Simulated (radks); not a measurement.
All-electron atom: Ca9+ in [Ne] 3p1 (not the ground configuration). All-electron calculation, scalar-relativistic Kohn-Sham, BLYP, spin-unpolarised, spherical densities, finite nucleus; Fermi nuclear charge, rms radius 3.4776 fm. Program: a radial shooting solver on a logarithmic mesh with Libxc functionals.

Unscreened Slater integrals over Kohn-Sham orbitals (cm^-1).

| integral | value |
|---|---|
| F0(3p,3p) | 199180 |
| F2(3p,3p) | 101310 |
| F0(3p,2p) | 266220 |
| F2(3p,2p) | 60572 |
| G0(3p,2p) | 25138 |
| G2(3p,2p) | 26426 |
| F0(3p,2s) | 260410 |
| G1(3p,2s) | 19464 |
| F0(3p,1s) | 302510 |
| G1(3p,1s) | 23620 |
| F0(2p,2p) | 622120 |
| F2(2p,2p) | 291500 |
| F0(2p,2s) | 579220 |
| G1(2p,2s) | 338520 |
| F0(2p,1s) | 859650 |
| G1(2p,1s) | 136060 |
| F0(2s,2s) | 551110 |
| F0(2s,1s) | 775650 |
| G0(2s,1s) | 68168 |
| F0(1s,1s) | 2688700 |

Derived for the open shells (J is the average intra-shell exchange parameter used in DFT+U). 3p: J = F2/5 = 20260 cm^-1.
